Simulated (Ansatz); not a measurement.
Compare A (`Cl[SiH]1CBC1`) with its isomer B (`CC1[SiH2]B1Cl`).

Computed with Ansatz on PBE0-D4/def2-TZVP structures; ΔE is electronic, products minus reactants. CBS: MP2 limit from def2 TZ/QZ plus the TZ coupled-cluster correction, frozen cores. Functionals use def2-TZVPP.

A:

Z-matrix (Å, degrees):
```
Si
C 1 1.882
B 1 2.243 2 43.6
Cl 1 2.059 2 116.7 3 139.1
C 1 1.882 2 82.5 3 22.9
H 1 1.480 2 116.6 3 -93.2
H 2 1.099 1 101.4 3 -110.2
H 2 1.085 1 126.7 3 123.9
H 3 1.196 1 140.8 2 -107.0
H 5 1.086 1 126.7 2 -146.8
H 5 1.099 1 101.4 2 87.3
```

B:

Z-matrix (Å, degrees):
```
C
C 1 1.507
H 1 1.092 2 110.9
H 1 1.094 2 110.7 3 -119.0
H 1 1.093 2 111.8 3 120.8
Si 2 2.003 1 137.7 3 -60.8
B 2 1.502 1 126.9 3 30.6
H 2 1.098 1 113.6 3 -176.5
H 6 1.480 2 106.7 1 -116.9
H 6 1.486 2 123.9 1 14.6
Cl 7 1.734 2 132.5 1 11.4
```

(1) Which isomer does CCSD(T)/CBS put lower? Give the gap. (Best estimate.)

(2) Give E(B) − E(A) in kcal/mol with HF/def2-TZVPP, MP2/def2-TZVPP, PBE0-D4, r2SCAN-D4, B2PLYP, PBE-D4, CCSD(T)/def2-TZVPP. (Estimate.)

Largest T1 diagnostic: 0.013.

Answers

(1) The calculation gave: A, by 42.0 kcal/mol.

(2) The calculation gave: HF/def2-TZVPP 46.3, MP2/def2-TZVPP 42.4, PBE0-D4 40.6, r2SCAN-D4 41.0, B2PLYP 40.5, PBE-D4 36.9, CCSD(T)/def2-TZVPP 40.5. None reverses the order clearly.

From PBE to PBE0 (25 % exact exchange), in def2-TZVPP and without D4, E(B) − E(A) moves by +3.8 kcal/mol. In def2-TZVPP, CCSD(T) changes the Hartree–Fock value by −5.8 kcal/mol (the triples alone add −1.4 kcal/mol) and MP2 by −3.9 kcal/mol.
